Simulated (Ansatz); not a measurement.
Worked example: C2H9SbSi → [SiH3]+ + C2H6Sb + e⁻

Species: C2H9SbSi `C[CH2][SbH][SiH3]`, singlet; [SiH3]+ `[SiH3+]`, singlet; C2H6Sb `C[CH2][SbH]`, doublet. 

Shapes, held fixed at every level: PBE0-D4/def2-TZVP. Flexible molecules stand in one conformer, not always the lowest. Programs: Ansatz 0.2.0. Electronic energies: no zero-point or thermal term.

At CCSD(T)/def2-TZVPP; 1 Eh = 27.2114 eV:

| species | energy (Eh) |
| --- | --- |
| C2H9SbSi | -610.119195 |
| [SiH3]+ | -290.488397 |
| C2H6Sb | -319.241070 |

Q: Work out ΔE of the reaction at this level.

A: 
1. Products less reactants: (-290.488397) + (-319.241070) − [(-610.119195)] = 0.389728 Eh = +10.61 eV.

Other levels give +9.17 (HF/def2-TZVPP) to +10.85 eV (PBE-D4/def2-TZVPP). No measured value is set beside it here. Open shells run unrestricted. For atoms past krypton def2 sets carry core potentials with scalar relativity. Outer-core shells of Sb are correlated in most correlated rows, in sets that cover them unevenly. The onset seen in experiment also holds zero-point changes and kinetic shifts. The median of the other levels is +10.51 eV.
